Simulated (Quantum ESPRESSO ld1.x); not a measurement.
Values are calculated unless marked as measured or tabulated.
Question: These are the eigenvalues of the occupied orbitals of an atom or ion with whole-number occupations (hartree). Level of theory: scalar-relativistic Kohn-Sham, LDA (Slater exchange, VWN5 correlation), spin-polarised, spherical densities, point nucleus (ld1.x of Quantum ESPRESSO 7.5).

1s down: -1840.48
1s up: -1840.48
2s up: -304.677
2s down: -304.673
2p up: -271.343
2p down: -271.341
3s up: -68.2605
3s down: -68.1601
3p up: -57.9342
3p down: -57.8346
3d up: -44.2640
3d down: -44.1861
4s up: -14.5397
4s down: -14.3177
4p up: -11.1342
4p down: -10.9145
4d up: -6.42219
4d down: -6.20710
5s up: -2.79675
5s down: -2.68668
5p up: -1.94638
5p down: -1.86327
4f up: -1.31786

Which element is it, and in what charge state? The configuration may be excited. Open shells, if any, are filled with parallel spins first.

Answer: Z = 64, gadolinium, charge +3: Gd3+ in [Xe] 4f7. The list shows which subshells hold electrons but not how many an open one holds; the 1s level, -1840.5 hartree, gives Z - s = 60.7 by -(Z - s)^2/2, which with screening and relativity narrows Z to a few neighbours, and the depths of the outer levels then fix element, charge and occupations together.
